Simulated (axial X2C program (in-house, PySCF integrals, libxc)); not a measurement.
# PtGe along the bond: PBEsol, two-component

Calculated with an in-house all-electron X2C program for linear molecules (integrals from PySCF). Two-component (2c) means X2C with spin–orbit coupling and atomic mean-field two-electron Coulomb and Gaunt terms. Basis: Pt dyall-cv3z [13s14p9d6f4g], Ge dyall-cv3z [9s9p7d4f1g] (cores contracted in-house); Gaussian nuclei, density fitting, unrestricted open shells. Masses: Pt 194.965 u, Ge 73.921 u.

State: Ω = 0 (closed shell). Dipoles are positive if Ge is the positive end.

Results along the bond:

```csv
R (Å),μ (D),HOMO (eV),LUMO (eV)
2.031,1.261,-5.14,-3.53
2.096,1.388,-5.03,-3.60
2.161,1.519,-4.94,-3.67
2.237,1.673,-4.85,-3.75
2.312,1.825,-4.76,-3.83
2.409,2.013,-4.68,-3.93
```

One determinant describes the state; a PBE0 search over occupations chose it and may have missed a lower one. Closed shells are restricted here (equal orbitals for both partners); the stretched side of such a curve lies too high.
